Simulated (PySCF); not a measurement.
# Computed properties of CH5GaO, SMILES C[O][GaH2]

Ga(H)2(OMe) (CH5GaO), SMILES C[O][GaH2]. Geometry: B3LYP-D3(BJ)/def2-SVP. One conformer was computed; it need not be the lowest. All values are computed for the isolated molecule unless a solvent is named; none is compared with measurement here.

**Structure.** The optimised structure has Cs symmetry. All 18 harmonic modes at B3LYP-D3(BJ)/def2-SVP (PySCF) are real, so it is a minimum. With heavy atoms numbered as in [GaH2:1][O:4][CH3:5], the shortest bond between them is O4–C5 at 1.403 Å and the longest Ga1–O4 at 1.791 Å.

**Vibrations.** The strongest infrared lines (harmonic, unscaled, degenerate partners summed) lie at 1136 cm⁻¹ (182 km/mol, O 45 %, C 39 %, H 16 %), 2006 cm⁻¹ (148 km/mol, H 98 %), 719 cm⁻¹ (131 km/mol, H 97 %). The softest mode is at 115 cm⁻¹ and the zero-point energy is 34.3 kcal/mol.

**Electronic structure.** HF/def2-TZVPD (PySCF) places the frontier levels at -11.58 and 1.23 eV, a gap of 12.81 eV, and gives a dipole moment of 1.35 D and a mean polarisability of 43.6 bohr³.

**Excitations.** TDDFT-M06-2X/def2-SVPD (PySCF) has S1 at 5.52 eV (224 nm, f = 0.002, weak); the most intense of the 10 singlets computed lies at 8.00 eV (f = 0.11). T1 (TDA) is at 5.25 eV. No vertical singlet excitation falls in the visible range (under 3.1 eV).

**NMR.** GIAO shifts at B3LYP/pcSseg-1 (PySCF) (non-relativistic, atoms alike by connectivity averaged): ¹³C at 64.1 ppm against TMS; ¹H from 4.5 to 5.7 ppm against TMS.
